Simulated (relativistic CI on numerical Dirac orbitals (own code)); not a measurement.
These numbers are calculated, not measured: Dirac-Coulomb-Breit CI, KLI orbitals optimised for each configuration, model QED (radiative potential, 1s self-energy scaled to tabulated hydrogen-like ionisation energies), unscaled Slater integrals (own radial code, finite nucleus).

The strongest absorption lines from the ground level of an ion, among the configurations computed and to levels below about 216 eV (vacuum wavelength in Å, gf): 119.16 (0.17), 123.52 (0.23), 125.58 (0.64), 126.35 (1.2), 128.09 (1.9), 130.07 (0.12), 214.99 (0.11), 231.93 (0.14).

Problem. Which ion is it?
A. Ga XVII
B. As XVII
C. As XIX
D. Rb XXIII

Solution. C. As XIX has 15 electrons and the ground level 3s2.3p3 4S°_3/2; the strongest line goes to 3s2.3p2.3d 4P_5/2. The pattern of lines fixes the number of electrons, and along that sequence the line energies rise steadily with the charge (about as its square where n changes within one kind of shell, about linearly where n is kept but much faster in heavy ions where fine structure, which grows about as Z⁴, sets the gap, and irregularly where shells cross), which fixes Z. Configurations outside the model, such as inner-shell arrays, can give stronger lines. At this charge energies of transitions that change n are usually good to better than 1 %, and those within a shell (Δn = 0) to a few per cent.

LS names give the leading component of a level, which can be under half, so a name can repeat, a term be missing and a line seem to break the LS rules.
